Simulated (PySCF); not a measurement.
Zr(F)3(OSiH3) (F3H3OSiZr), SMILES [F][Zr]([F])([F])[O][SiH3], multiplicity 1.

Coordinates come from a B3LYP-D3(BJ)/def2-SVP optimisation. The spin state was assumed, not searched. The structure was generated by enumeration; whether it is a known compound was not checked. The def2 effective core potentials stand for the cores of Zr; spin–orbit coupling is left out. The values are those of a single conformer.

Level of theory: PySCF with B3LYP-D3(BJ)/def2-SVP.

Frequencies are harmonic and unscaled.

A small imaginary wavenumber (i) marks a very flat motion, where grid noise or a shallow saddle decides the sign.

Modes within 1.5 cm⁻¹ of each other (mostly degenerate sets) share a row, with their intensities summed.

Estimate the vibrational spectrum. (Estimate from the structure and the level; the computed values follow.)


| mode | ν (cm⁻¹) | IR (km/mol) | moving atoms (share of kinetic energy) |
|---|---|---|---|
| 1 | 11i | 0.0 | H 97 % |
| 2–3 | 53 | 0.0 | F 46 %, Si 19 %, O 19 %, H 10 % |
| 4–5 | 158 | 14.2 | F 91 % |
| 6 | 163 | 22.4 | F 74 %, Zr 11 %, Si 9 % |
| 7–8 | 195 | 37.7 | O 56 %, F 26 %, Zr 13 % |
| 9 | 422 | 23.2 | Si 52 %, Zr 32 % |
| 10 | 669 | 168.9 | F 91 %, Zr 9 % |
| 11–12 | 692 | 273.9 | F 74 %, Zr 24 % |
| 13–14 | 731 | 187.3 | H 82 %, Si 9 % |
| 15–16 | 956 | 166.3 | H 96 % |
| 17 | 974 | 892.1 | H 56 %, O 22 %, Si 21 % |
| 18 | 1038 | 153.7 | O 61 %, H 35 % |
| 19 | 2238 | 78.0 | H 99 % |
| 20–21 | 2240 | 272.3 | H 96 % |
